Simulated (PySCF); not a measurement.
PySCF 2.14 output of an unrestricted r2SCAN calculation on a single atom or ion in aug-cc-pVDZ-DK (7s6p4d2f, 59 functions), with scalar relativity by spin-free X2C-1e:

```
SCF conv_tol = 1e-09
number electrons alpha = 11  beta = 10
    J. W. Furness, A. D. Kaplan, J. Ning, J. P. Perdew, and J. Sun.,  J. Phys. Chem. Lett. 11, 8208-8215 (2020)
    J. W. Furness, A. D. Kaplan, J. Ning, J. P. Perdew, and J. Sun.,  J. Phys. Chem. Lett. 11, 9248-9248 (2020)
    J. W. Furness, A. D. Kaplan, J. Ning, J. P. Perdew, and J. Sun.,  J. Phys. Chem. Lett. 11, 8208-8215 (2020)
    J. W. Furness, A. D. Kaplan, J. Ning, J. P. Perdew, and J. Sun.,  J. Phys. Chem. Lett. 11, 9248-9248 (2020)
cycle= 1 E= -763.885954457112  delta_E= -0.00184  |g|= 0.00569  |ddm|= 3.76
cycle= 2 E= -763.886034371436  delta_E= -7.99e-05  |g|= 0.00131  |ddm|= 0.389
cycle= 3 E= -763.886039182412  delta_E= -4.81e-06  |g|= 0.000386  |ddm|= 0.0865
cycle= 4 E= -763.886039687547  delta_E= -5.05e-07  |g|= 6.14e-05  |ddm|= 0.0249
cycle= 5 E= -763.886039696061  delta_E= -8.51e-09  |g|= 2.99e-06  |ddm|= 0.00245
cycle= 6 E= -763.886039696095  delta_E= -3.35e-11  |g|= 2.41e-07  |ddm|= 0.000236
converged SCF energy = -763.886039696095  <S^2> = 0.75090096  2S+1 = 2.0009008
```

The run itself started from symmetry-adapted Hartree-Fock orbitals and held the occupation by maximum overlap, on a logarithmic radial grid, so the iterations belong to that start.

Which element, charge and spin multiplicity is this?

Sc (scandium, neutral), multiplicity 2; the state was [Ar] 4s2 5s1, 2S determinant (an excited configuration).

The outer electron is Rydberg-like, and this basis confines it to a smaller radius and binds it less than a complete one would.
